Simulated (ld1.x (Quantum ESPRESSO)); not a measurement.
**Pd (Z = 46) TM: all-electron and pseudo phase curves**

ld1.x (Quantum ESPRESSO) 7.5 input, shortened:

```
&input
   title='Pd', zed=46., rel=1, dft='REVPBE', iswitch=3,
   config='[Kr] 4d9 5s1 5p0'
 /
 &inputp
   pseudotype=2, tm=.true., lloc=1,
   nlcc=.false.
 /
3
4S  1  0   2.00   0.00  0.95  0.95  0.0
4D  3  2   9.00   0.00  1.15  1.15  0.0
4P  2  1   6.00   0.00  1.30  1.30  0.0
 &test
   configts(1)='4s2 4p6 4d9 5s1 5p0'
 /
```

Occupied shells without a wave of their own: 5s. They enter only through the test configuration that unscreens the potential.

The phase is arctan(r·u′/u) with u = r·R(r), unwrapped; energies in Ry, scanned from -9 to 5 Ry. A pole is an energy at which the radial function vanishes at the test radius. The pseudo phase is shifted by a multiple of π to meet the all-electron one at the reference energy, and phase errors are pseudo minus all-electron; the curves can meet again beyond the range given. Levels narrower than the energy grid can be missing from the lists of poles.

Question: For each channel, where are the poles, and over which energies does the pseudopotential scatter like the atom?

Answer:

```json
{"channel": "s", "radius (bohr)": "1.41", "reference energy (Ry)": "-6.52", "poles, all-electron": "-4.52", "poles, pseudo": "-4.53", "unbroken range about the reference energy with phases within 0.05 rad": "below 4.8", "phase error 1 Ry above the reference energy (rad)": "-0.001"}
{"channel": "p", "radius (bohr)": "1.41", "reference energy (Ry)": "-4.00", "poles, all-electron": "-1.28", "poles, pseudo": "-1.34", "unbroken range about the reference energy with phases within 0.05 rad": "below 5.0", "phase error 1 Ry above the reference energy (rad)": "-0.001"}
{"channel": "d", "radius (bohr)": "1.41", "reference energy (Ry)": "-0.49", "poles, all-electron": "3.79", "poles, pseudo": "3.64", "unbroken range about the reference energy with phases within 0.05 rad": "the whole range", "phase error 1 Ry above the reference energy (rad)": "-0.002"}
```

Phases in the d channel:

```csv
E (Ry),all-electron,pseudo
-9.00,1.307,1.305
-8.52,1.297,1.295
-8.04,1.286,1.284
-7.56,1.274,1.272
-7.08,1.260,1.258
-6.60,1.244,1.242
-6.12,1.226,1.224
-5.64,1.204,1.202
-5.16,1.178,1.175
-4.68,1.146,1.143
-4.20,1.106,1.103
-3.72,1.054,1.050
-3.24,0.984,0.980
-2.76,0.885,0.881
-2.28,0.739,0.735
-1.80,0.512,0.508
-1.32,0.164,0.161
-0.84,-0.287,-0.288
-0.36,-0.699,-0.699
0.12,-0.983,-0.984
0.60,-1.166,-1.167
1.08,-1.286,-1.289
1.56,-1.371,-1.375
2.04,-1.433,-1.438
2.52,-1.481,-1.487
3.00,-1.520,-1.527
3.48,-1.552,-1.560
3.96,-1.580,-1.590
4.44,-1.605,-1.616
4.92,-1.627,-1.640
```
